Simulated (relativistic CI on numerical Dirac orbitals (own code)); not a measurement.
# Line list: Electric-dipole lines, Tl⁷⁷⁺

Calculated at this level of theory: Dirac-Coulomb-Breit CI, separate exchange-only KLI orbitals for each configuration, model QED, unscaled Slater integrals (own radial code, finite nucleus).

Configurations in the expansion (outside the closed core 1s2): 2s2, 2s 2p, 2p2, 2p 3s, 2p 3p, 2s 3s, 2s 3p, 2s 3d, 2s 4s, 2s 4p, 2s 4d, 2s 4f, 2s 5s, 3s2, 2s 5p, 2s 5d, 2s 5f, 2s 5g, 3s 3p, 3p2. Levels of other configurations are missing.

| λ vac (Å) | Lower | Upper | A (s⁻¹) | gf | Branching (%) |
| --- | --- | --- | --- | --- | --- |
| 0.7670 | 2s 2p 3P°_2 [5] | 2s 4d 3D_3 [43] | 8.00e+14 | 4.94e-01 | 75.5 |
| 0.8619 | 2s 2p 3P°_2 [5] | 2p 3p 3D_3 [31] | 6.77e+14 | 5.28e-01 | 95.8 |
| 0.8640 | 2s2 1S_0 [1] | 2s 3p 1P°_1 [20] | 9.24e+14 | 3.10e-01 | 97.0 |
| 0.8747 | 2s 2p 3P°_0 [2] | 2s 3d 3D_1 [21] | 1.57e+15 | 5.40e-01 | 58.5 |
| 0.8766 | 2s 2p 3P°_1 [3] | 2s 3d 3D_2 [22] | 2.43e+15 | 1.40e+00 | 84.5 |
| 0.9065 | 2s2 1S_0 [1] | 2s 3p 3P°_1 [13] | 7.21e+14 | 2.67e-01 | 97.8 |
| 1.0244 | 2s 2p 3P°_2 [5] | 2s 3d 3D_3 [23] | 2.46e+15 | 2.71e+00 | 100.0 |
| 1.0298 | 2s 2p 1P°_1 [6] | 2p 3p 3D_2 [26] | 7.72e+14 | 6.14e-01 | 58.6 |
| 1.0323 | 2s 2p 1P°_1 [6] | 2s 3d 1D_2 [24] | 1.43e+15 | 1.15e+00 | 82.1 |
| 2.0755 | 2s 3d 3D_3 [23] | 2s 5f 3F°_4 [61] | 1.71e+14 | 9.95e-01 | 62.0 |
| 2.5484 | 2s 3p 3P°_1 [13] | 2s 4d 3D_2 [42] | 2.01e+14 | 9.80e-01 | 16.5 |
| 2.9018 | 2s 3p 3P°_2 [19] | 2s 4d 3D_3 [43] | 2.58e+14 | 2.28e+00 | 24.4 |
| 2.9029 | 2s 3p 1P°_1 [20] | 2s 4d 1D_2 [44] | 2.34e+14 | 1.48e+00 | 22.0 |
| 2.9203 | 2s 3d 3D_1 [21] | 2s 4f 3F°_2 [46] | 4.48e+14 | 2.86e+00 | 81.7 |
| 2.9244 | 2s 3d 3D_2 [22] | 2s 4f 3F°_3 [45] | 4.92e+14 | 4.41e+00 | 89.9 |
| 3.0196 | 2s 3d 3D_3 [23] | 2s 4f 3F°_4 [47] | 5.12e+14 | 6.30e+00 | 97.2 |
| 3.0252 | 2s 3d 1D_2 [24] | 2s 4f 1F°_3 [48] | 3.20e+14 | 3.08e+00 | 61.1 |
| 3.0473 | 2p 3p 3D_2 [26] | 2s 4f 1F°_3 [48] | 1.64e+14 | 1.60e+00 | 31.4 |
| 4.8566 | 2s2 1S_0 [1] | 2s 2p 1P°_1 [6] | 2.92e+13 | 3.10e-01 | 99.0 |
| 4.8789 | 2s 2p 3P°_1 [3] | 2p2 1D_2 [8] | 2.10e+13 | 3.74e-01 | 99.9 |
| 6.2644 | 2s 4p 3P°_2 [39] | 2s 5d 3D_3 [57] | 5.30e+13 | 2.18e+00 | 9.6 |
| 6.2961 | 2s 4d 3D_1 [41] | 2s 5f 3F°_2 [60] | 8.14e+13 | 2.42e+00 | 28.2 |
| 6.3035 | 2s 4d 3D_2 [42] | 2s 5f 3F°_3 [59] | 8.98e+13 | 3.75e+00 | 31.2 |
| 6.4827 | 2s 4d 3D_3 [43] | 2s 5f 3F°_4 [61] | 9.57e+13 | 5.42e+00 | 34.7 |
| 6.5018 | 2s 4d 1D_2 [44] | 2s 5f 1F°_3 [63] | 9.14e+13 | 4.05e+00 | 33.2 |
| 6.5117 | 2s 4f 3F°_3 [45] | 2s 5g 3G_4 [62] | 1.54e+14 | 8.83e+00 | 94.7 |
| 6.5120 | 2s 4f 3F°_2 [46] | 2s 5g 3G_3 [64] | 1.47e+14 | 6.55e+00 | 90.3 |
| 6.5966 | 2s 4f 3F°_4 [47] | 2s 5g 3G_5 [65] | 1.57e+14 | 1.13e+01 | 98.3 |
| 6.6014 | 2s 4f 1F°_3 [48] | 2s 5g 1G_4 [66] | 1.53e+14 | 8.99e+00 | 95.5 |
| 16.338 | 2s 3s 3S_1 [11] | 2s 3p 3P°_2 [19] | 3.54e+12 | 7.09e-01 | 36.4 |

Terms are leading LS components. Brackets give the number of a level in order of energy, since labels repeat. The list gives strong lines, with weight on those to low levels, without lines whose two gauges differ by over a factor of 2.5, among the lowest 66 of 76 levels, so that lines to higher ones, which can be the strongest, are missing. Levels whose partners in the same complex of configurations lie outside the list can be far off, and so can their lines. Rates are taken at the computed energies, electric ones in the length gauge.

At this charge energies of transitions that change n are usually good to better than 1 %, and those within a shell (Δn = 0) to a few per cent.

Task: From the table, what is the radiative lifetime of 2s 4d 3D_3?

Result: The listed rates from this level add up to about 1.06e+15 s⁻¹, 100 % of its decay; with all channels τ = 9.44e-16 s.

LS names give the leading component of a level, which can be under half, so a name can repeat, a term be missing and a line seem to break the LS rules.
